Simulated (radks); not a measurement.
Task: The mean radii <r> (bohr) of the occupied orbitals of an atom or ion are listed with their occupations. All-electron calculation, scalar-relativistic Kohn-Sham, PBE, spin-unpolarised, spherical densities, finite nucleus; Fermi nuclear charge, rms radius of each element as measured or else 0.836 A^(1/3) + 0.57 fm. Program: a radial shooting solver on a logarithmic mesh with Libxc functionals.

| orbital | occ. | <r> |
|---|---|---|
| 1s | 2 | 0.01932 |
| 2s | 2 | 0.08184 |
| 2p | 6 | 0.07292 |
| 3s | 2 | 0.2126 |
| 3p | 6 | 0.2123 |
| 3d | 10 | 0.1925 |
| 4s | 2 | 0.4782 |
| 4p | 6 | 0.5081 |
| 4d | 10 | 0.5478 |
| 5s | 1 | 1.154 |
| 5p | 6 | 1.348 |
| 4f | 14 | 0.7055 |
| 6s | 2 | 2.939 |
| 5f | 1 | 7.728 |

Name the element and its charge.

Result: Z = 71, lutetium, charge +1: Lu+ in [Kr] 4d10 4f14 5s1 5p6 6s2 5f1. The 1s radius gives Z: for a bare nucleus <r> = (2 gamma + 1)/(2Z) with gamma = sqrt(1 - (Z/c)^2), 0.01909 bohr for Z = 71, and screening makes it slightly larger (0.01932 here). The occupations add up to 70, and the charge is Z minus that.
